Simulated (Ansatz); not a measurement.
`[SiH3][O][InH][Cl]`, charge 0, multiplicity 1.

Question: Give a relaxed structure at PBE0-D4/def2-TZVP (Ansatz). (Estimate.)

Answer: Ansatz gave: 
Cartesian coordinates in Å:
```
Si 0.823 0.840 -0.824
O -0.112 -0.490 -0.660
In -1.135 -1.324 0.796
Cl -0.916 -0.065 2.732
H 0.057 2.085 -0.535
H 1.997 0.798 0.091
H 1.314 0.899 -2.227
H -2.028 -2.745 0.626
```
Point group Cs.
